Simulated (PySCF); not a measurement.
Mg (magnesium, neutral) across methods

[Ne] 3d2, high-spin 3F determinant (an excited configuration). Computed with PySCF 2.14 in aug-cc-pVDZ (5s4p2d, 27 functions), with no relativity, point nucleus. The B2PLYP total includes its PT2 part (frozen core); its orbital energies are those of the SCF part.

```csv
method,E (hartree),mean ε 2p α (eV),mean ε 2p β (eV),mean ε 3d α (eV),Σ⟨r²⟩ (bohr²),⟨S²⟩
TPSSh,-199.5686,-56.495,-56.486,-0.541,57.05,2.000
LDA,-198.5947,-54.456,-54.444,-0.287,56.50,2.000
BP86,-199.5762,-54.641,-54.638,-0.522,57.04,2.000
PBE,-199.4350,-54.474,-54.461,-0.469,56.70,2.000
BHandHLYP,-199.5343,-62.625,-62.625,-0.856,56.45,2.000
r2SCAN,-199.5260,-55.936,-55.936,-0.360,57.16,2.000
PBE0,-199.4459,-58.572,-58.562,-0.764,56.81,2.000
B2PLYP,-199.4203,-62.791,-62.789,-0.884,56.65,2.000
```

(1) Estimate the same row for UHF.

The outer electron is Rydberg-like, and this basis confines it to a smaller radius and binds it less than a complete one would.

Results:

(1) E (hartree) = -199.09219; mean ε 2p α (eV) = -69.622; mean ε 2p β (eV) = -69.620; mean ε 3d α (eV) = -1.394; Σ⟨r²⟩ (bohr²) = 57.17; ⟨S²⟩ = 2.000.
